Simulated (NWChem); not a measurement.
C3H6OS; SMILES C(C=O)SC

```xyz
11

C     -1.3288    -1.1973     0.1468
S      0.4392    -1.2006    -0.2214
C      0.9216     0.3708     0.5604
C      0.3628     1.4650    -0.3042
O     -0.6440     2.0730    -0.0493
H     -1.5103    -1.3297     1.2237
H     -1.7616    -2.0487    -0.3967
H     -1.8107    -0.2702    -0.1972
H      2.0221     0.3795     0.5645
H      0.5361     0.4390     1.5890
H      0.9160     1.6251    -1.2653
```
Atoms are numbered in this order, from 1.

Results from NWChem. Pople sets run with spherical d functions. The geometry was optimised at PBE0/def2-SVP.

Question: Taking Hartree-Fock/6-311++G** as the yardstick, which of these has the fewest basis functions while keeping “dipole (D)” within 0.1 D of it: Hartree-Fock/STO-3G; Hartree-Fock/6-31G*; Hartree-Fock/6-31+G*; Hartree-Fock/3-21G; Hartree-Fock/6-311G**?

Answer: Hartree-Fock/6-31+G* (a larger set in the list lies outside the tolerance).
```
level                    basis functions  dipole (D)  relative time (rough)
-----------------------  ---------------  ----------  ---------------------
Hartree-Fock/STO-3G                   35        1.04                      1
Hartree-Fock/3-21G                    61        1.26                      1
Hartree-Fock/6-31G*                   86        1.51                      4
Hartree-Fock/6-31+G*                 106        1.69                      6
Hartree-Fock/6-311G**                134        1.52                      9
Hartree-Fock/6-311++G**              160        1.70                     20
```

The yardstick is one finite set, not the basis-set limit.
